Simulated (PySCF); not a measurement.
## Molybdenum: a sound run and one with changed settings

Sound run: Mo²⁺ [Kr] 4d4, Mo³⁺ [Kr] 4d3. All numbers are calculated (PySCF 2.14, a scalar-relativistic core potential, in aug-cc-pVDZ-PP with ECP28MDF (5s5p4d2f, 54 functions)). In the sound run the correlated levels freeze 4s2 4p6 outside the core potential. The sound run starts from symmetry-adapted Hartree-Fock orbitals and uses a fine grid where one is needed.

A second run was set up differently.

```tsv
species	method	sound run (hartree)	changed run (hartree)	converged
Mo²⁺	MP2	-66.58247	-66.75150	yes
Mo³⁺	MP2	-65.60873	-65.76685	yes
```

Ionisation energy of Mo²⁺:

```json
{"method": "UHF", "sound run (eV)": "26.088", "changed run (eV)": "26.088"}
{"method": "MP2", "sound run (eV)": "26.497", "changed run (eV)": "26.794"}
{"method": "SCS-MP2", "sound run (eV)": "26.225", "changed run (eV)": "26.537"}
```

(1) What was changed?
A. all electrons correlated in a valence basis
B. minimal basis
C. level shift left on
D. basis contracted for another Hamiltonian

Results:

(1) A. A valence basis has no tight correlating functions, so it recovers only part of the core correlation, and not evenly between atom and ion.
